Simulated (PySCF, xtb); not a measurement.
H3Si2, SMILES [SiH3][Si] (connectivity only; charge and spin as stated), neutral, multiplicity 2.

Harmonic wavenumbers (cm⁻¹) from GFN2-xTB in xtb at its own minimum, in rising order: 273, 273, 519, 799, 806, 890, 2044, 2048, 2098.

Task: What does PBE-D3(BJ)/def2-TZVP run with PySCF give at its own minimum? (An estimate is asked for; the answer gives what the named calculation found.)

Result: 378, 464, 517, 609, 899, 974, 1562, 2092, 2104. Paired by order, the mean absolute difference is 133 cm⁻¹ and the zero-point energies are 13.9 and 13.7 kcal/mol.
